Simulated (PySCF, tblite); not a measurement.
Species: C3H4F3O (doublet state).
SMILES with atom numbers: `[CH3:1][C@@H:2]([O:3])[C:4]([F:5])([F:6])[F:7]` (hydrogens: H8, H9, H10 on C1; H11 on C2)

Cartesian coordinates in Å at the GFN2-xTB level; atoms count from 1:
```
atom  x, y, z in Å
C1     1.2626   -0.3057   -0.2785
C2     0.0689    0.6456   -0.0931
O3    -0.1588    1.5168   -1.0326
C4    -1.2240   -0.1721    0.2916
F5    -2.2702    0.6137    0.5230
F6    -1.0186   -0.8997    1.4017
F7    -1.5529   -1.0250   -0.6774
H8     1.4187   -0.9113    0.6095
H9     1.0618   -0.9509   -1.1322
H10    2.1554    0.2751   -0.4939
H11    0.2624    1.2161    0.8558
```

Jobs on this species (11 atoms, 57 electrons) with PySCF (density fitting) and tblite. Hardware of each: an Intel Xeon at 2.50 GHz with one thread, shared host. Times come from a shared host and carry two figures at best.

```json
{"level and settings": "UKS B3LYP, pcH-1 on C F H O, non-relativistic, mean-field spin-orbit, GIAO", "work": "unrestricted SCF, g, hyperfine, density and orbital grids written", "basis functions": "215", "SCF cycles": "?", "wall time": "?"}
{"level and settings": "GFN2-xTB", "work": "L-BFGS relaxation", "basis functions": "–", "SCF cycles": "–", "wall time": "0.82 s"}
{"level and settings": "GFN2-xTB", "work": "Hessian by finite differences", "basis functions": "–", "SCF cycles": "–", "wall time": "0.59 s"}
```

Fill in the missing figures.

- UKS B3LYP, pcH-1 on C F H O, non-relativistic, mean-field spin-orbit, GIAO; unrestricted SCF, g, hyperfine, density and orbital grids written: 95 s, 20 SCF cycles

What do all jobs in the table cost together?

About 96 s; the longest takes about 99 % of that, and about 160 times as long as the shortest.
